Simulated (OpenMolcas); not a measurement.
Ag VIII: effect of the basis set

```
Program             : OpenMolcas
Method              : SS-RASPT2, IPEA 0.25 Eh, imaginary shift 0.1 Eh (closed shells correlated: 4s)
Active space        : 10 electrons in 8 orbitals (RAS1 4p, at most 2 holes; RAS2 4d)
State averaging     : 2S+1 = 5 even, 5 roots; 2S+1 = 3 even, 45 roots; 2S+1 = 1 even, 49 roots
Spin-orbit coupling : state interaction with AMFI integrals over the reference wave functions, term energies averaged over their components
```

A. ANO-R2 [7s5p4d2f1g], X2C, finite nucleus; CASPT2 step roughly 60 core-seconds
B. ANO-RCC-VTZP [7s6p4d2f1g], DKH2, point nucleus; CASPT2 step about 80 core-seconds
C. ANO-RCC-VQZP [8s7p5d3f2g1h], DKH2, point nucleus; CASPT2 step roughly 2.4 core-minutes

Energies in cm⁻¹ above 4d⁴ ⁵D₀, the measured ground level; measured values from Atoms 5, 11 (2017), spectra Ag VII to Ag IX.

```json
{"Level": "4d⁴ ⁵D₀", "A": "0.0", "B": "0.0", "C": "0.0", "Measured": "0.0"}
{"Level": "4d⁴ ⁵D₁", "A": "1268", "B": "1284", "C": "1225", "Measured": "1340"}
{"Level": "4d⁴ ⁵D₂", "A": "3100", "B": "3130", "C": "3010", "Measured": "3212"}
{"Level": "4d⁴ ⁵D₃", "A": "5160", "B": "5200", "C": "5020", "Measured": "5292"}
{"Level": "4d⁴ ⁵D₄", "A": "7310", "B": "7370", "C": "7140", "Measured": "7443"}
{"Level": "4d⁴ ³P₀(1)", "A": "22190", "B": "22150", "C": "22190", "Measured": "21309"}
{"Level": "4d⁴ ³H₄ [69 %]", "A": "24110", "B": "24350", "C": "24180", "Measured": "23302"}
{"Level": "4d⁴ ³H₅", "A": "26970", "B": "27260", "C": "26980", "Measured": "26250"}
{"Level": "4d⁴ ³P₁(1)", "A": "27370", "B": "27370", "C": "27280", "Measured": "26526"}
{"Level": "4d⁴ ³G₃ [51 %]", "A": "27830", "B": "28070", "C": "27930", "Measured": ""}
{"Level": "4d⁴ ³H₆", "A": "28850", "B": "29160", "C": "28820", "Measured": "28185"}
{"Level": "4d⁴ ³F₂(1)", "A": "28870", "B": "29030", "C": "28890", "Measured": "28051"}
{"Level": "4d⁴ ³F₄(1) [51 %]", "A": "30370", "B": "30610", "C": "30350", "Measured": ""}
{"Level": "4d⁴ ³P₂(1)", "A": "33250", "B": "33340", "C": "33160", "Measured": "32134"}
{"Level": "4d⁴ ³F₃(1) [52 %]", "A": "33940", "B": "34210", "C": "33920", "Measured": ""}
{"Level": "4d⁴ ³G₄ [57 %]", "A": "33950", "B": "34230", "C": "33980", "Measured": "32698"}
{"Level": "4d⁴ ³G₅", "A": "35960", "B": "36310", "C": "35960", "Measured": "35077"}
{"Level": "4d⁴ ³D₃", "A": "38340", "B": "38760", "C": "38640", "Measured": "36879"}
{"Level": "4d⁴ ³D₂ [67 %]", "A": "39470", "B": "39810", "C": "39640", "Measured": "38402"}
{"Level": "4d⁴ ¹I₆", "A": "40470", "B": "40960", "C": "40540", "Measured": "39744"}
{"Level": "4d⁴ ³D₁", "A": "40470", "B": "40880", "C": "40690", "Measured": "39191"}
{"Level": "4d⁴ ¹G₄(1) [72 %]", "A": "44530", "B": "44770", "C": "44380", "Measured": "43104"}
{"Level": "4d⁴ ¹S₀", "A": "47120", "B": "47230", "C": "47100", "Measured": ""}
{"Level": "4d⁴ ¹D₂(1)", "A": "50120", "B": "50430", "C": "50240", "Measured": ""}
```

Deviations, from unrounded energies. A percentage is the sum of absolute deviations over the sum of measured energies, with the sign that they share, or ± where signs differ.

```json
{"Against measurement": "mean absolute deviation (cm-1)", "Levels": "18", "A": "800", "B": "990", "C": "850"}
{"Against measurement": "fine structure of the ground term (%)", "Levels": "4", "A": "-2.6", "B": "-1.7", "C": "-5.1"}
{"Against measurement": "other terms of the ground configuration (%)", "Levels": "14", "A": "+3.1", "B": "+3.9", "C": "+3.2"}
```

A lies closest to measurement on these levels and B furthest from it. The largest miss of A in the table is 4d⁴ ³D₃, by +1500 cm-1. The ranking rests on the paired levels alone, and a cruder setting can come out closer through cancelling errors.

The two smallest mean deviations differ by little beside CASPT2's spread within terms, so their order carries little weight.

Among A to C the level of the table that moves most is 4d⁴ ¹I₆, by 490 cm-1 (lowest in A, highest in B). Moves below CASPT2's spread within the term are not significant.

CASPT2 does not keep the components of a term degenerate, so their means are used; among the terms shown or strongly mixed into the levels shown the widest spread is 220 cm-1 (4d⁴ ¹G(1), A). Active for correlation alone: 4p; no level in the range computed is led by a configuration that opens it, so any true level of that kind is missing. The CASPT2 spread within a term exceeds the gap to the next term for 4d⁴ ³D and 4d⁴ ¹I, so the order of their levels is uncertain (holds for A). Measured partners are found by configuration, term and J. A level has none where our copy of the source lacks it or the pairing is in doubt (some pairs that miss far off the trend of their configuration count as doubtful), and it then counts in no deviation. Only configurations of the active space appear. The table leaves out levels that lie high or whose names do not pair safely across all columns.

A share in square brackets marks a mixed level and gives the weight of the term that names it, the lowest over the columns. A number in round brackets counts repeated terms of one configuration in the order of the reference energies.
